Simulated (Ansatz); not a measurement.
Consider the homolysis of the O–Sn bond: `C[O][Sn]([Cl])([Cl])[Cl]` → `C[O]`• + `[Cl][Sn]([Cl])[Cl]`•.

Gas-phase electronic energies from Ansatz, PBE0-D4/def2-TZVP geometries. CCSD(T)/CBS is the MP2 limit (def2-TZVPP, def2-QZVPP) plus CCSD(T) − MP2 in def2-TZVPP, frozen cores. Functionals use def2-TZVPP. B3LYP here is the variant with VWN-RPA as its local correlation; programs differ in this. HSE06 is defined as in plane-wave codes. Open shells (•) are unrestricted, without spin–orbit coupling. def2 core potentials past Kr. For Sn outer-core shells are correlated without core-valence functions, which leaves a few kJ/mol of doubt a bond. One conformer a species, not always the lowest.

| level | ΔE (kcal/mol) | difference from CCSD(T)/CBS |
| --- | --- | --- |
| PBE-D4 | 67.7 | -13.4 |
| revPBE-D4 | 65.1 | -16.0 |
| r2SCAN-D4 | 67.5 | -13.6 |
| B97M-V | 71.4 | -9.7 |
| PBE0-D4 | 69.1 | -12.0 |
| B3LYP-D4 | 66.5 | -14.6 |
| r2SCANh-D4 | 67.3 | -13.8 |
| r2SCAN0-D4 | 66.9 | -14.2 |
| HSE06-D4 | 68.9 | -12.2 |
| BHLYP-D4 | 66.8 | -14.3 |
| CAM-B3LYP-D4 | 70.7 | -10.4 |
| ωB97M-V | 73.5 | -7.6 |
| B2PLYP | 71.0 | -10.1 |
| PBE-QIDH | 75.4 | -5.7 |
| PBE | 65.2 | -15.9 |
| revPBE | 59.7 | -21.4 |
| BLYP | 58.8 | -22.3 |
| r2SCAN | 66.8 | -14.3 |
| PBE0 | 66.8 | -14.3 |
| B3LYP | 62.6 | -18.5 |
| r2SCANh | 66.5 | -14.6 |
| HSE06 | 66.7 | -14.4 |
| BHLYP | 63.5 | -17.6 |
| CAM-B3LYP | 68.3 | -12.8 |
| LC-ωPBE | 73.0 | -8.1 |
| RPA@PBE/def2-TZVPP | 72.2 | -8.9 |
| HF/def2-SVP | 42.9 | -38.2 |
| MP2/def2-SVP | 81.6 | 0.5 |
| CCSD/def2-SVP | 71.4 | -9.7 |
| HF/def2-TZVPP | 45.2 | -35.9 |
| MP2/def2-TZVPP | 86.3 | 5.2 |
| SCS-MP2/def2-TZVPP | 83.0 | 1.9 |
| CCSD/def2-TZVPP | 74.0 | -7.1 |
| CCSD(T)/def2-TZVPP | 77.0 | -4.1 |
| HF/def2-QZVPP | 45.6 | -35.5 |
| MP2/def2-QZVPP | 88.8 | 7.7 |
| SCS-MP2/def2-QZVPP | 85.7 | 4.6 |
| HF/CBS(def2) | 45.7 | -35.4 |
| MP2/CBS(def2) | 90.4 | 9.3 |
| CCSD/CBS(def2) | 78.2 | -2.9 |
| CCSD(T)/CBS | 81.1 | 0 |

Largest T1 diagnostic among the species: 0.019.

From r2SCAN to r2SCAN0 (25 % exact exchange), in def2-TZVPP and without D4, ΔE moves by −0.8 kcal/mol: exact exchange takes away binding that semilocal exchange gives to molecules. Leaving LDA and LC-ωPBE aside and taking each functional with its dispersion term where it has one, the values, not all of them listed here, spread over 11.7 kcal/mol, from BLYP-D4 to PBE-QIDH. LDA lies +15.1 kcal/mol from PBE without D4, its usual overbinding. In def2-TZVPP, CCSD(T) changes the Hartree–Fock value by +31.8 kcal/mol (the triples alone add +3.0 kcal/mol) and MP2 by +41.1 kcal/mol; breaking electron pairs costs correlation energy, which Hartree–Fock lacks.

CCSD(T)/CBS has its own doubt, a few kJ/mol and more with outer-core shells, so smaller differences from it don't rank the levels.
